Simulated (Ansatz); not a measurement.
Zn₆S₅Cl₂⁺, a halide-capped cluster cut from wurtzite ZnS (2 Cl on the cations). Total charge 1; doublet. Geometry PBE-D4/def2-SVP, that of the neutral singlet.

```xyz
13

Zn   -1.783   -1.255    1.184
S    -0.652    0.679    0.385
S     2.099   -0.073    3.061
Zn    1.781    1.179    1.237
Zn   -1.195    1.071   -1.899
S     2.738    2.487   -0.303
S    -0.126   -2.924    0.593
Zn    1.054   -1.586    1.960
Zn    0.235   -1.187   -0.855
S     0.553   -0.257   -2.925
Zn    1.757    1.203   -1.713
Cl   -3.695   -1.518    2.087
Cl   -2.765    2.182   -2.813
```

Single mean-field runs in def2-TZVP are fitted with def2-universal-jkfit. At PBE-D4/def2-TZVP the gap within one spin of the charge 1 doublet nearly closes, so an electron or hole may be smeared out by delocalisation error.

(1) Estimate the α-spin orbital energies around the gap (eV) in Ansatz with PBE-D4/def2-TZVP, PBE0-D4/def2-TZVP, CAM-B3LYP-D4/def2-TZVP.

Answers

(1) 
```csv
orbital,PBE-D4/def2-TZVP,PBE0-D4/def2-TZVP,CAM-B3LYP-D4/def2-TZVP
HOMO−5,-10.89,-12.31,-13.41
HOMO−4,-10.80,-11.87,-13.05
HOMO−3,-10.68,-11.49,-12.86
HOMO−2,-10.67,-11.48,-12.78
HOMO−1,-10.50,-11.31,-12.63
HOMO,-10.49,-11.25,-12.53
LUMO,-7.17,-6.76,-5.81
LUMO+1,-6.87,-6.24,-5.42
LUMO+2,-6.69,-6.02,-5.09
LUMO+3,-6.21,-5.55,-4.61
LUMO+4,-6.01,-5.24,-4.29
LUMO+5,-5.62,-4.96,-4.03
β HOMO,-10.31,-11.24,-12.26
β LUMO,-10.35,-10.32,-9.60
```
